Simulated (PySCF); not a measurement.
**Working out the ionisation energy of Ca**

Ca [Ar] 4s2 (1S) → Ca⁺ [Ar] 4s1 (2S). All numbers are calculated (PySCF 2.14, scalar relativity by spin-free X2C-1e, in aug-cc-pwCVTZ-X2C). Frozen: nothing. Energies in hartree (1 hartree = 27.21139 eV):

```
            part   Ca (lower)  Ca⁺ (upper)
             UHF  -679.636724  -679.447951
CCSD correlation    -0.345538    -0.313136
             (T)    -0.009079    -0.006585
```

What does Hartree-Fock give?

(-679.447951) − (-679.636724) = 0.188773 hartree = 5.137 eV.

What do CCSD and CCSD(T) give?

The CCSD correlation energies differ by 0.032402 hartree = 0.882 eV and the triples by 0.002494 hartree = 0.068 eV, so CCSD gives 6.019 eV and CCSD(T) 6.087 eV.

Measured between the centres of the two terms (NIST): 6.113 eV, so CCSD(T) (all electrons) is off by -0.026 eV.

What remains against the reference includes basis incompleteness and higher excitations.
